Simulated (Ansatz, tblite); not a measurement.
Cost and result up the ladder for AsP3SOO nortricyclane (AsP₃SO₂) (7 atoms). Charge 0, multiplicity 1. Geometry: PBE0-D4/def2-SVP.

| atom | x (Å) | y (Å) | z (Å) |
| --- | --- | --- | --- |
| As1 | -0.814 | 0.877 | -1.142 |
| S2 | -1.950 | -0.318 | 0.401 |
| P3 | -0.275 | -1.091 | 1.414 |
| P4 | 1.188 | 0.610 | 1.091 |
| O5 | 0.323 | 1.591 | 0.064 |
| P6 | 1.196 | -1.204 | -0.307 |
| O7 | 0.332 | -0.465 | -1.521 |

Ansatz on 2 threads of AMD EPYC 7R13 on a shared host; xTB runs through tblite on one thread. Times are rough, summed over both states, and most runs start from the orbitals of an earlier one. PBE0-D4/def2-TZVP serves as the yardstick here, not as an exact answer. The other state is a triplet.

The xTB rows come from tblite.

xTB has no spin-polarisation term.

```json
{"level": "PBE-D4/def2-TZVP (with forces)", "functions": "258", "vertical triplet (eV)": "3.02", "difference from PBE0-D4/def2-TZVP (eV)": "-0.25"}
{"level": "GFN2-xTB", "functions": "53", "vertical triplet (eV)": "3.39", "difference from PBE0-D4/def2-TZVP (eV)": "0.13"}
{"level": "r2SCAN-D4/def2-TZVP", "functions": "258", "vertical triplet (eV)": "3.10", "difference from PBE0-D4/def2-TZVP (eV)": "-0.17"}
{"level": "GFN1-xTB", "functions": "53", "vertical triplet (eV)": "3.46", "difference from PBE0-D4/def2-TZVP (eV)": "0.19"}
{"level": "PBE0-D4/def2-TZVP", "functions": "258", "vertical triplet (eV)": "3.27", "difference from PBE0-D4/def2-TZVP (eV)": "0.00"}
```

Task: Estimate how long each takes.

Result: GFN2-xTB 0.024 s; GFN1-xTB 0.032 s; PBE-D4/def2-TZVP (with forces) 27 s; r2SCAN-D4/def2-TZVP 70 s; PBE0-D4/def2-TZVP 84 s. On shared hardware such times vary by a factor of up to 3.
